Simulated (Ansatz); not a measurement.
This geometry of Cl2H2Sn (5 atoms, charge 0, multiplicity 1) is a first-order saddle point.

The calculation used RKS B3LYP/def2-SVP (Ansatz 0.2.0).

```xyz
5
Properties=species:S:1:pos:R:3
Sn -0.299 0.073 0.401
H 0.957 -0.081 1.660
Cl 2.360 -0.010 0.515
H -0.579 1.348 -0.738
Cl -0.962 -1.876 -0.792
```

Question: Which two structures does it join? (They come from a converged band through this point; their orientation in space is the band's.)

Answer: Bonds broken: Sn1–H2, Sn1–Cl3. Bonds formed: H2–Cl3.

Image 0:

```xyz
5
Properties=species:S:1:pos:R:3
Sn 0.195 0.039 0.314
H -0.009 -0.070 2.008
Cl 2.513 -0.022 -0.135
H -0.455 1.399 -0.492
Cl -0.767 -1.893 -0.649
```

Image 6:

```xyz
5
Properties=species:S:1:pos:R:3
Sn -0.802 0.795 0.650
H 1.352 -1.044 0.482
Cl 2.083 -0.031 0.913
H -0.397 1.346 -1.009
Cl -0.759 -1.614 0.009
```

Question: How far does it lie above each of them?

Answer: 171.0 kJ/mol above the first and 117.7 kJ/mol above the second. This is the barrier of this one path; another mechanism may lie lower. The orbitals stay closed-shell, which can raise the energy where a bond breaks towards radicals; this wasn't checked here.

Time of the run: 3.9 min on 1 thread of Arm Neoverse V1 (shared host), peak memory 0.15 GiB.
